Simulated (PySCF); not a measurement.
## Zn⁺: excitation energy

Zn⁺ [Ar] 3d10 4s1 (2S) → Zn⁺ [Ar] 3d10 4d1 (2D), as a difference of total energies. All numbers are calculated (PySCF 2.14, scalar relativity by spin-free X2C-1e, in x2c-TZVPPall with one added diffuse shell each of s, p, d, f type (7s6p5d3f1g, 80 functions)). Correlated levels: valence: [Ar] frozen; valence and next inner shell: [Ne] frozen. The calculations carry no spin-orbit coupling.

```
                                method  excitation energy (cm⁻¹)  error (cm⁻¹)
                                   UHF                     89375         -7565
                                   LDA                    101720         +4779
                                   PBE                     97957         +1017
                                  PBE0                     96196          -745
                                r2SCAN                     98290         +1350
                                revPBE                     96351          -589
                                PBEsol                     98576         +1636
                               wB97M-V                     96709          -232
                                  PW91                     98637         +1697
                         MP2 (valence)                     97006           +66
                     SCS-MP2 (valence)                     95835         -1105
    MP2 (valence and next inner shell)                     97656          +715
SCS-MP2 (valence and next inner shell)                     96209          -731
```

Reference: 96940 cm⁻¹ (measured; NIST levels, between the centres of gravity of the two terms).

Errors of the correlated levels include the incompleteness of this basis and the frozen core.
